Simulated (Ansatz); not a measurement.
Input for Ansatz (a quantum-chemistry and plane-wave program): R-BHLYP/def2-TZVPPD on C2H9NS (a complex). Files ending in .json are basis or fitting sets from the Basis Set Exchange.

Ansatz 0.2 input:
```yaml
crystal:
  periodic: [false, false, false]
  atoms:
    - {symbol: C, position_ang: [0.41789694, 0.39042539, 0.46302077]}
    - {symbol: N, position_ang: [-0.36244509, -0.81726267, 0.73830265]}
    - {symbol: H, position_ang: [1.42490951, 0.26215137, 0.86160730]}
    - {symbol: H, position_ang: [-0.03481555, 1.23311760, 0.98713314]}
    - {symbol: H, position_ang: [0.50299301, 0.64915419, -0.59933612]}
    - {symbol: H, position_ang: [0.06952974, -1.63557122, 0.32693966]}
    - {symbol: H, position_ang: [-1.29529510, -0.74310501, 0.35045212]}
    - {symbol: C, position_ang: [1.16878456, 0.09359459, 4.28288106]}
    - {symbol: S, position_ang: [-0.63864542, -0.08870962, 4.12906316]}
    - {symbol: H, position_ang: [1.55685850, 0.81177001, 3.56262620]}
    - {symbol: H, position_ang: [1.36574608, 0.46475906, 5.28718116]}
    - {symbol: H, position_ang: [1.67155222, -0.86390123, 4.15979472]}
    - {symbol: H, position_ang: [-0.63209750, -0.58340233, 2.86780896]}
basis:
  gaussian:
    orbitals: def2-TZVPPD.json
hamiltonian:
  xc: {name: BHLYP}
scf: {lower_state_search: off}
```

Program output:

```
WARN ansatz: RAYON_NUM_THREADS=1 ignored (pool sized by the plan → 1); use --threads N
Functional definition: BHLYP
these checks for a lower state are left out or cut short: stability, starts, cluster_reference, orbital_swaps, neighbouring_geometries, increment
integrals: 0.28 GiB planned
1552 factors; their error is unknown
mean field: 1.53 GiB planned
mean field evaluation 1: about -14539.1057 eV, gradient 5.5e1 eV
mean field evaluation 2: about -14539.3473 eV, gradient 5.3e1 eV
mean field evaluation 4: about -14545.4915 eV, gradient 1.8e0 eV
mean field evaluation 8: about -14545.4968 eV, gradient 3.3e-2 eV
mean field evaluation 16: about -14545.5586 eV, gradient 7.9e-5 eV
mean field -14545.55856650 eV, -534.5394179853 hartree, gradient 2.5e-6 eV, S^2 0.000000; 0 other end points of the search recorded, 0 dependent functions left out
reference -14545.55877683 eV, -534.5394257148 hartree; 22, 22 occupied and 293, 293 virtual orbitals, 1552 factors
Total energy: -14545.55877683 eV, -534.5394257148 hartree
Checks for a lower state left out: stability, starts, cluster_reference, orbital_swaps, neighbouring_geometries, increment
```

Self-consistency was reached.

Cost: roughly 5 core-seconds.
